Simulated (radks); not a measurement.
Numerical settings for the iron ion Fe3+, [Ar] 3d5. Calculated with a radial shooting solver on a logarithmic mesh with Libxc functionals: non-relativistic Kohn-Sham, r2SCAN, spin-polarised, spherical densities, point nucleus; open shells are filled with parallel spins first; meta-GGA in the generalised Kohn-Sham scheme. The defaults (mesh step 0.008 in ln r, mesh end at 40 bohr or more with all orbitals vanishing there, Anderson mixing 0.5 over 9 steps, residual threshold near 1e-9 with the energy settled to 1e-9 hartree or 1e-11 of itself, here a cap of 96 iterations) give E = -1261.640 hartree and 3d at -45.989 eV in 12 iterations. Run on one thread of a shared host, so times are rough (Arm Neoverse N1): 0.16 s of CPU time, 0.16 s wall, 12 iterations on 2476 mesh points. One setting is changed at a time: mesh step in ln r 0.003; mesh step in ln r 0.02; mesh step in ln r 0.005; mesh end (bohr) 8; mesh end (bohr) 3; residual threshold 0.1; residual threshold 0.001; mixing 1.5; linear mixing, mixing 0.5; linear mixing, mixing 0.05; mixing history 20; iteration cap 5. Which runs fail to converge, and which converge to a wrong energy?

Answer. Not converged within the cap: linear mixing, mixing 0.05; iteration cap 5. Settings that end as converged yet miss the energy by more than 1 mhartree: mesh end (bohr) 3 (+0.052 hartree).
